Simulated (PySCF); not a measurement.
H4O4Ti, charge +1, doublet, at a GFN2-xTB geometry of the parent state (such geometries of metal compounds can be far from the true shape) (a state made from the parent by changing its charge; the spin is typed, not shown lowest); B3LYP/STO-3G run with PySCF.

PySCF was given this input:
```python
from pyscf import gto, scf, dft

mol = gto.Mole()
mol.atom = '''
    Ti    0.00000000    0.00000000   -0.00000000
    O     1.24544225   -0.58253470   -1.05566096
    H     2.18594291   -0.38412089   -1.04907072
    O     0.70126705    0.27495552    1.56125498
    H     0.42784937    0.88996160    2.24752262
    O    -0.68322854    1.49335881   -0.55495166
    H    -1.41360157    1.63536595   -1.16350913
    O    -1.26348075   -1.18577963    0.04935764
    H    -1.20019071   -2.14120665   -0.03494277
'''
mol.basis = 'sto-3g'
mol.charge = 1
mol.spin = 1
mol.verbose = 4
mol.build()

mf = dft.UKS(mol)
mf.xc = 'b3lyp'
mf.kernel()
mf.analyze()
```

What the program printed (banner, timings and long lists left out):

```
PySCF version 2.14.0

[INPUT] verbose = 4
[INPUT] num. atoms = 9
[INPUT] num. electrons = 57
[INPUT] charge = 1
[INPUT] spin (= nelec alpha-beta = 2S) = 1
[INPUT] symmetry False subgroup None
[INPUT] Mole.unit = angstrom
[INPUT] Symbol           X                Y                Z      unit          X                Y                Z       unit  Magmom
[...]
nuclear repulsion = 339.052642804665
number of shells = 24
number of NR pGTOs = 126
number of NR cGTOs = 42
basis = sto-3g
ecp = {}

******** <class 'pyscf.dft.uks.UKS'> ********
method = UKS
initial guess = minao
damping factor = 0
level_shift factor = 0
DIIS = <class 'pyscf.scf.diis.CDIIS'>
diis_start_cycle = 1
diis_space = 8
diis_damp = 0
SCF conv_tol = 1e-09
SCF conv_tol_grad = None
SCF max_cycles = 50
direct_scf = True
direct_scf_tol = 1e-13
number electrons alpha = 29  beta = 28
XC library pyscf.dft.libxc version 7.1.2
    S. Lehtola, C. Steigemann, M. J. T. Oliveira, and M. A. L. Marques,  SoftwareX 7, 1–5 (2018)
XC functionals = b3lyp
    P. J. Stephens, F. J. Devlin, C. F. Chabalowski, and M. J. Frisch,  J. Phys. Chem. 98, 11623 (1994)
radial grids:
    Treutler-Ahlrichs [JCP 102, 346 (1995); DOI:10.1063/1.469408] (M4) radial grids

becke partition: Becke, JCP 88, 2547 (1988); DOI:10.1063/1.454033
pruning grids: <function nwchem_prune>
grids dens level: 3
symmetrized grids: False
atomic radii adjust function: <function treutler_atomic_radii_adjust>
small_rho_cutoff = 0
Set gradient conv threshold to 3.16228e-05
tot grids = 116464
init E= -1139.63268803916

cycle= 1 E= -1139.60571038578  delta_E= 0.027  |g|= 0.592  |ddm|= 2.93
cycle= 2 E= -1139.2762679581  delta_E= 0.329  |g|= 1.04  |ddm|= 1.74
cycle= 3 E= -1139.82447716901  delta_E= -0.548  |g|= 0.138  |ddm|= 1.14
cycle= 4 E= -1139.80881926008  delta_E= 0.0157  |g|= 0.213  |ddm|= 0.574
cycle= 5 E= -1139.83857059573  delta_E= -0.0298  |g|= 0.0182  |ddm|= 0.347
cycle= 6 E= -1139.83878255516  delta_E= -0.000212  |g|= 0.00675  |ddm|= 0.0245
cycle= 7 E= -1139.83881530025  delta_E= -3.27e-05  |g|= 0.00373  |ddm|= 0.014
cycle= 8 E= -1139.8388263179  delta_E= -1.1e-05  |g|= 0.00259  |ddm|= 0.0115
cycle= 9 E= -1139.83882902152  delta_E= -2.7e-06  |g|= 0.00226  |ddm|= 0.00376
cycle= 10 E= -1139.8388382021  delta_E= -9.18e-06  |g|= 0.000822  |ddm|= 0.0178
cycle= 11 E= -1139.83884016662  delta_E= -1.96e-06  |g|= 0.000602  |ddm|= 0.00796
cycle= 12 E= -1139.83884168196  delta_E= -1.52e-06  |g|= 0.000185  |ddm|= 0.0105
[...]
converged SCF energy = -1139.83884191326  <S^2> = 0.76432115  2S+1 = 2.0142702
Total Energy =                       -1139.838841913263423
[...]
spin_pop of  0 Ti 3py       0.00001
spin_pop of  0 Ti 3pz      -0.00000
spin_pop of  0 Ti 4px      -0.00243
spin_pop of  0 Ti 4py      -0.01163
spin_pop of  0 Ti 4pz      -0.01137
spin_pop of  0 Ti 3dxy     -0.02785
spin_pop of  0 Ti 3dyz     -0.04551
spin_pop of  0 Ti 3dz^2    -0.02124
spin_pop of  0 Ti 3dxz     -0.02216
spin_pop of  0 Ti 3dx2-y2   -0.01454
spin_pop of  1 O 1s       -0.00000
spin_pop of  1 O 2s        0.00635
spin_pop of  1 O 2px       0.01050
spin_pop of  1 O 2py       0.23091
spin_pop of  1 O 2pz       0.05452
spin_pop of  2 H 1s       -0.00797
spin_pop of  3 O 1s       -0.00000
spin_pop of  3 O 2s        0.00634
spin_pop of  3 O 2px       0.00641
spin_pop of  3 O 2py       0.18785
spin_pop of  3 O 2pz       0.09586
spin_pop of  4 H 1s       -0.00694
spin_pop of  5 O 1s       -0.00000
spin_pop of  5 O 2s        0.00635
spin_pop of  5 O 2px       0.08998
spin_pop of  5 O 2py       0.01485
spin_pop of  5 O 2pz       0.19110
spin_pop of  6 H 1s       -0.00797
spin_pop of  7 O 1s       -0.00000
spin_pop of  7 O 2s        0.00634
spin_pop of  7 O 2px       0.07736
spin_pop of  7 O 2py       0.00610
spin_pop of  7 O 2pz       0.20668
spin_pop of  8 H 1s       -0.00694
 ** Mulliken Spin Density (per atom)  **
spin density of  0 Ti =     -0.16767
spin density of  1 O =      0.30228
spin density of  2 H =     -0.00797
spin density of  3 O =      0.29646
spin density of  4 H =     -0.00694
spin density of  5 O =      0.30228
spin density of  6 H =     -0.00797
spin density of  7 O =      0.29647
spin density of  8 H =     -0.00694
 ** Mulliken pop alpha/beta on meta-lowdin orthogonal AOs **
 ** Mulliken pop       alpha | beta **
In total            29.00000 | 28.00000
 ** Mulliken atomic charges   ( Nelec_alpha | Nelec_beta ) **
charge of  0Ti =      0.93550  (    10.44841     10.61609 )
charge of  1O =     -0.22017  (     4.26122      3.95895 )
charge of  2H =      0.23593  (     0.37805      0.38602 )
charge of  3O =     -0.21873  (     4.25759      3.96113 )
charge of  4H =      0.23521  (     0.37892      0.38586 )
charge of  5O =     -0.22017  (     4.26122      3.95894 )
charge of  6H =      0.23593  (     0.37805      0.38602 )
charge of  7O =     -0.21872  (     4.25760      3.96113 )
charge of  8H =      0.23521  (     0.37892      0.38586 )

WARN: System has nonzero charge 1; the dipole moment is origin-dependent.
Location of origin: [0. 0. 0.]

Dipole moment(X, Y, Z, Debye): -0.03764, -0.06089,  0.10767
```
